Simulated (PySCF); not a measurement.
**Radial density of Sr (strontium, neutral)**

UHF, [Kr] 5s2, closed-shell 1S. Computed with PySCF 2.14 in x2c-TZVPall (8s6p6d1f, 63 functions), with scalar relativity by spin-free X2C-1e.

| r (bohr) | 4πr²ρ (e/bohr) |
| --- | --- |
| 0.0417 | 42.59 |
| 0.0701 | 42.12 |
| 0.118 | 57.55 |
| 0.198 | 39.30 |
| 0.334 | 38.87 |
| 0.561 | 29.17 |
| 0.944 | 8.182 |
| 1.59 | 5.581 |
| 2.67 | 1.098 |
| 4.49 | 0.4921 |
| 7.56 | 0.09053 |
| 12.7 | 0.0009118 |

Densities and radii are taken from the X2C orbitals without a picture-change correction, which distorts them close to the nucleus.
